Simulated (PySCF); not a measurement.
Si(F)(H)(SiH3)2 (FH7Si3), SMILES [SiH]([SiH3])(F)[SiH3].

Geometry: PBE0-D3(BJ)/def2-SVP. This is a generated structure with no PubChem entry under its InChIKey; it may be hypothetical.

Two levels are set side by side: TDA-PBE/def2-SVPD (PySCF) and TDA-B3LYP/def2-SVPD (PySCF). Vertical, same geometry. The lowest singlet is HOMO→LUMO 95 % with PBE and HOMO→LUMO 95 % with the other functional; states are paired by order. Differences are taken from unrounded values.

```csv
quantity,TDA-B3LYP
lowest singlet excitation (eV),5.69
lowest triplet excitation (TDA) (eV),5.03
first bright state (f over 0.05) (eV),6.59
its oscillator strength,0.17
```

Problem. What does TDA-PBE give, and how far is it from TDA-B3LYP? (The exact figures need the calculation; the answer reports its results.)

Solution. 
| quantity | TDA-PBE | TDA-PBE minus TDA-B3LYP |
|---|---|---|
| lowest singlet excitation (eV) | 5.35 | -0.34 |
| lowest triplet excitation (TDA) (eV) | 4.70 | -0.33 |
| first bright state (f over 0.05) (eV) | 6.24 | -0.35 |
| its oscillator strength | 0.13 | -0.04 |

A lower first singlet is the usual sign of a functional without exact exchange. Differences between two approximate levels are no errors against the true value.

Rough cost on one machine, each run with all the roots and properties that it gave: TDA-B3LYP against TDA-PBE about 2 times.
